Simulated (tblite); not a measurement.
CuF (SMILES [F][Cu]), singlet, geometry from GFN2-xTB (such geometries of metal compounds can be far from the true shape); tblite with GFN1-xTB.

Here is a job for tblite.
```
$ tblite run mol.xyz --method gfn1 --charge 0 --spin 0 --efield 0,0,0.1 --json tblite.json --no-restart

# file mol.xyz
2

Cu    -0.00000000    -0.00000000    -0.40615773
F      0.00000000     0.00000000     1.30873047
```

What the program printed (banner, timings and long lists left out):

```
xTB calculator
 | screened Coulomb repulsion
 | Coulomb electrostatics
 |  * isotropic Klopman-Ohno-Mataga-Nishimoto electrostatics
 |  * onsite third-order electrostatics
 | DFT-D3(BJ) dispersion correction
 | Interactions (1)
 | [1] electric field

halogen bonding energy    0.0000000000000E+00 Eh
repulsion energy          2.5090050846942E-03 Eh
dispersion energy        -1.3134112399000E-04 Eh
interaction energy        0.0000000000000E+00 Eh
number of electrons       1.8000000000000E+01 e
integral cutoff           3.2615407794351E+01 bohr

------------------------------------------------------------
  cycle        total energy    energy error   density error
------------------------------------------------------------
      1     -9.559453320067  -9.5618310E+00   6.9259934E-01
      2     -9.607870648070  -4.8417328E-02   4.0137316E-01
      3     -9.609258326467  -1.3876784E-03   1.3291385E-01
      4     -9.610181906045  -9.2357958E-04   8.1510244E-02
      5     -9.613769770162  -3.5878641E-03   5.7678880E-03
      6     -9.613779292551  -9.5223893E-06   4.5760982E-03
      7     -9.613796773459  -1.7480908E-05   1.4781764E-04
      8     -9.613796790314  -1.6855729E-08   2.8885654E-05
      9     -9.613796790921  -6.0628125E-10   3.6213310E-07
------------------------------------------------------------

electronic energy        -9.6161744548815E+00 Eh
total energy             -9.6137967909208E+00 Eh

Post processing:
 | Mayer-Wiberg bond orders

[Info] JSON dump of results written to 'tblite.json'
```
